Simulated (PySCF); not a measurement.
CH₆ClFSi₂, SMILES C[Si@@](F)([SiH3])Cl. Geometry optimised at PBE-D3(BJ)/def2-SVP. The structure was generated by enumeration; whether it is a known compound was not checked.

Calculation: PBE-D3(BJ)/def2-SVP run with PySCF.

Harmonic wavenumbers (cm⁻¹): 102, 105, 125, 149, 188, 226, 236, 402, 484, 490, 541, 704, 758, 765, 835, 873, 897, 902, 1216, 1372, 1373, 2154, 2168, 2180, 2978, 3084, 3087. Rotational constants (GHz): 2.429, 1.709, 1.422; symmetry number 1.

Question: Work out the zero-point energy and the ideal-gas rigid-rotor harmonic-oscillator thermochemistry at 298.15 K and 1 atm.

Answer: ZPE = ½ Σ hcν = ½ × 28392 cm⁻¹ = 40.59 kcal/mol. H − E(el) = 46.68 kcal/mol. Entropy in cal/(mol K): translation 40.47, rotation 28.39, vibration 22.85, total 91.71. G − E(el) = 19.34 kcal/mol. Cp = 31.14 cal/(mol K). Modes under 150 cm⁻¹ make the vibrational entropy uncertain.
